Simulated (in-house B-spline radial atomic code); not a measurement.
Ca. Computed with a B-spline radial atomic code. Model: non-relativistic spherical atom: semilocal Troullier-Martins pseudo-atom, one channel per l, against all electrons, high spin, G0W0 and RPA with empty states to l = 8, local potential for every l without a channel, a model core (radius 0 = none) keeps its share of the functional.

What the tables leave out is listed at the end.

The pseudopotential gives back the lowest level of each angular momentum of its own functional in the configuration it was made in; a second state of the same l is only approximately right. Exact exchange, RPA and GW see the smooth pseudo-orbitals and miss the exchange with the core, for which the functional's share stands in. The column with an uncorrelated core keeps all orbitals and exact exchange, and so separates missing core correlation from pseudisation. Only the three outermost levels and the lowest empty one were computed. RPA here is direct RPA, with no exchange kernel, and its energies carry an (l + 1/2)⁻⁴ tail. A hybrid on a potential with a model core restores only its own semilocal share of the core's exchange.

Command:
```bash
python run_psgw.py task.json out
```
Settings (lengths in bohr, energies in hartree):
```
Z                      20
electrons              20
configuration          [Ar] 4s2
generated_in           [Ar] 4s2
functional             pbe,pbe
core_shells            3
radius_factor          0.9
core_correction        True
ion_configuration      [Ar] 4s1
```

Run time, properties included: 53 s on 1 thread of Arm Neoverse N1, on a shared host.

Given: made with PBE; model core radius 0.621 bohr; local radius 1.095 bohr; mean-field start PBE.

Valence shells of the generating configuration: 3s, 3p, 4s.

Channel: s 0.907, p 0.944, d 2.16 (radii in bohr).

Computed: largest level miss in the spin-unpolarised generating configuration 0.024 eV; valence RPA correlation energy all-electron orbitals -0.55629 hartree; valence RPA correlation energy pseudo -0.59562 hartree; all-electron RPA polarisability, core included 110.65 bohr³; ionisation by mean-field all-electron 6.0694 eV; ionisation by mean-field pseudo minus all 0.035 eV; ionisation by RPA pseudo minus all 0.033 eV.

```tsv
level	occupied	mean-field all-electron (eV)	mean-field pseudo minus all (eV)	G0W0 all-electron (eV)	G0W0 uncorrelated core minus all (eV)	G0W0 pseudo minus all (eV)	exchange self-energy all-electron (eV)	exchange self-energy pseudo (eV)
4s	1	-3.7533	-0.024	-6.0971	0.008	-0.04	-7.1882	-6.9065
```

Task: What is the ionisation by RPA all-electron?

Result: 6.4939 eV.

Task: What is the pseudo-atom RPA polarisability?

Result: 109.35 bohr³.

Given: mean-field start PBE0.

Computed: valence RPA correlation energy all-electron orbitals -0.51111 hartree; valence RPA correlation energy pseudo -0.54695 hartree; all-electron RPA polarisability, core included 95.336 bohr³; ionisation by mean-field all-electron 5.9937 eV; ionisation by mean-field pseudo minus all 0.022 eV; ionisation by RPA pseudo minus all 0.022 eV.

| level | occupied | mean-field all-electron (eV) | mean-field pseudo minus all (eV) | G0W0 all-electron (eV) | G0W0 uncorrelated core minus all (eV) | G0W0 pseudo minus all (eV) | exchange self-energy all-electron (eV) | exchange self-energy pseudo (eV) |
| --- | --- | --- | --- | --- | --- | --- | --- | --- |
| 4s | 1 | -4.3174 | -0.019 | -6.2082 | 0.009 | -0.03 | -7.0913 | -6.8112 |
| 4p (empty) | 0 | -0.98514 | -0.009 | -0.14619 | 0.005 | -0.013 | -1.4317 | -1.3123 |

Task: What is the pseudo-atom RPA polarisability?

Result: 94.841 bohr³.

Task: What is the ionisation by RPA all-electron?

Result: 6.3208 eV.

Among the listed levels the largest G0W0 shift of the pseudo-atom is -0.04 eV, for 4s on the PBE start, while leaving the core uncorrelated moves that level by +0.01 eV. The rest, -0.05 eV, comes from pseudisation and the lost core exchange. Not in the tables (levels of low weight, unsolved or above zero; the highest and the empty levels are kept at any weight): on PBE the G0W0 levels 3p (pseudo minus all -0.03 eV, weights 0.08 and 0.08), 3s (pseudo minus all -21.35 eV, weights 0.01 and 0.02), 3d (pseudo minus all +0.02 eV, weights 0.37 and 0.37); on PBE0 the G0W0 levels 3p (pseudo minus all -0.08 eV, weights 0.50 and 0.52), 3s (pseudo minus all +0.22 eV, weights 0.39 and 0.48); no Hartree-Fock pseudo-atom is run with a model core.
